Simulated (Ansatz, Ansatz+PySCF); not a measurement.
```yaml
atoms:
  - { symbol: C, position_ang: [2.7239, 0.0000, 0.0000] }
  - { symbol: C, position_ang: [2.3590, 1.3620, 0.0000] }
  - { symbol: C, position_ang: [1.3620, 2.3590, 0.0000] }
  - { symbol: C, position_ang: [0.0000, 2.7239, 0.0000] }
  - { symbol: C, position_ang: [-1.3620, 2.3590, 0.0000] }
  - { symbol: C, position_ang: [-2.3590, 1.3620, 0.0000] }
  - { symbol: C, position_ang: [-2.7239, 0.0000, 0.0000] }
  - { symbol: C, position_ang: [-2.3590, -1.3620, 0.0000] }
  - { symbol: C, position_ang: [-1.3620, -2.3590, 0.0000] }
  - { symbol: C, position_ang: [0.0000, -2.7239, 0.0000] }
  - { symbol: C, position_ang: [1.3620, -2.3590, 0.0000] }
  - { symbol: C, position_ang: [2.3590, -1.3620, 0.0000] }
  - { symbol: H, position_ang: [3.8089, 0.0000, 0.0000] }
  - { symbol: H, position_ang: [3.2986, 1.9045, 0.0000] }
  - { symbol: H, position_ang: [1.9045, 3.2986, 0.0000] }
  - { symbol: H, position_ang: [0.0000, 3.8089, 0.0000] }
  - { symbol: H, position_ang: [-1.9045, 3.2986, 0.0000] }
  - { symbol: H, position_ang: [-3.2986, 1.9045, 0.0000] }
  - { symbol: H, position_ang: [-3.8089, 0.0000, 0.0000] }
  - { symbol: H, position_ang: [-3.2986, -1.9045, 0.0000] }
  - { symbol: H, position_ang: [-1.9045, -3.2986, 0.0000] }
  - { symbol: H, position_ang: [0.0000, -3.8089, 0.0000] }
  - { symbol: H, position_ang: [1.9045, -3.2986, 0.0000] }
  - { symbol: H, position_ang: [3.2986, -1.9045, 0.0000] }
```

Basis set: def2-SVP (spherical functions). Charge 0, multiplicity 1.

Computed with Ansatz (development build ahead of 0.2.0); each method stands on the lowest determinant of its kind that the runs found. Restricted functionals stand beside restricted open-shell atoms, which can lie above the unrestricted atoms usual in DFT and then raise those values.

Task: Give the atomization energy at this shape (free ground-state atoms in the same class of orbitals less the molecule, no zero-point energy) of singlet C12H12 by ωB97X (unrestricted), PBE0 (unrestricted), PBE0 (restricted), UHF, RHF.

Result:

```json
{"method": "ωB97X (unrestricted)", "atomization energy": "10788.8 kJ/mol"}
{"method": "PBE0 (unrestricted)", "atomization energy": "11005.8 kJ/mol"}
{"method": "PBE0 (restricted)", "atomization energy": "10989.3 kJ/mol"}
{"method": "UHF", "atomization energy": "8104.0 kJ/mol"}
{"method": "RHF", "atomization energy": "7942.5 kJ/mol"}
```

Caution for ωB97X (unrestricted), PBE0 (unrestricted), UHF: the unrestricted determinant is a mixture of spin states. Caution for PBE0 (restricted), RHF: an unrestricted determinant lies well below.

The shape needn't be a minimum at these levels.
